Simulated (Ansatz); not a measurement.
Input and output for Cu(NH3)Cl (CuNClH3).

```yaml
crystal:
  periodic: [false, false, false]
  atoms:
    - {symbol: Cu, position_ang: [-0.005563, 0.002916, -1.139146]}
    - {symbol: N, position_ang: [0.003494, -0.001861, 0.816870]}
    - {symbol: H, position_ang: [-0.407455, 0.849013, 1.190708]}
    - {symbol: H, position_ang: [0.949496, -0.071238, 1.181414]}
    - {symbol: H, position_ang: [-0.525946, -0.786296, 1.186977]}
    - {symbol: Cl, position_ang: [-0.014037, 0.007457, -3.236824]}
basis:
  gaussian: {orbitals: def2-SVPD, final_grid: {core_spheres: 5, valence_spheres: 4, degree: 11}}
hamiltonian: {xc: {name: wPBEh}, pseudopotentials: {relativity: scalar}}
scf: {lower_state_search: off}
```

```sh
$ ansatz run in.yaml --threads 4 --pin off --events-out ev --progress --plain --max-ram 3916MiB
```

Output, abridged:

```
Functional definition: wPBEh
1106 factors; their error is unknown
109 factors; integrals over basis functions are off by at most 4.1e-6 eV
mean field evaluation 1: about -59022.6029 eV, gradient 5.8e1 eV
mean field evaluation 2: about -58838.5668 eV, gradient 3.6e2 eV
mean field evaluation 4: about -59028.3668 eV, gradient 1.9e1 eV
mean field evaluation 8: about -59028.8277 eV, gradient 5.9e-1 eV
mean field evaluation 16: about -59029.0787 eV, gradient 3.3e-4 eV
mean field -59029.07871077 eV, -2169.2786312743 hartree, gradient 6.5e-6 eV, S^2 0.000000; 0 other end points of the search recorded, 0 dependent functions left out
reference -59029.07875369 eV, -2169.2786328516 hartree; 28, 28 occupied and 77, 77 virtual orbitals, 1106 factors
Total energy: -59029.07875369 eV, -2169.2786328516 hartree
Relativity: scalar
Checks for a lower state left out: stability, starts, cluster_reference, orbital_swaps, neighbouring_geometries, increment
```

Hardware: 4 threads of Arm Neoverse V2 on a shared host. Wall time 0.7 s.
